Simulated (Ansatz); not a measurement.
Ansatz results at the PBE0-D4/def2-TZVP geometry: HOMO energy (ωB97M-V/def2-TZVPP) -13.09 eV; LUMO energy (ωB97M-V/def2-TZVPP) 0.55 eV; HOMO–LUMO gap (ωB97M-V/def2-TZVPP) 13.64 eV.

Task: Which molecule gave them?
A. `[CH3][GeH]([F])[GeH3]`
B. `N#[C][GeH]([F])[F]`
C. `O[Si](O)(O)[O][Ge]([F])([F])[O][Si](O)(O)O`
D. `[F][Ge]([F])([F])[SiH3]`

Result: B. The others give `[F][Ge]([F])([F])[SiH3]`: -11.82, 1.11, 12.93; `O[Si](O)(O)[O][Ge]([F])([F])[O][Si](O)(O)O`: -11.80, 1.13, 12.94; `[CH3][GeH]([F])[GeH3]`: -10.09, 1.72, 11.81.
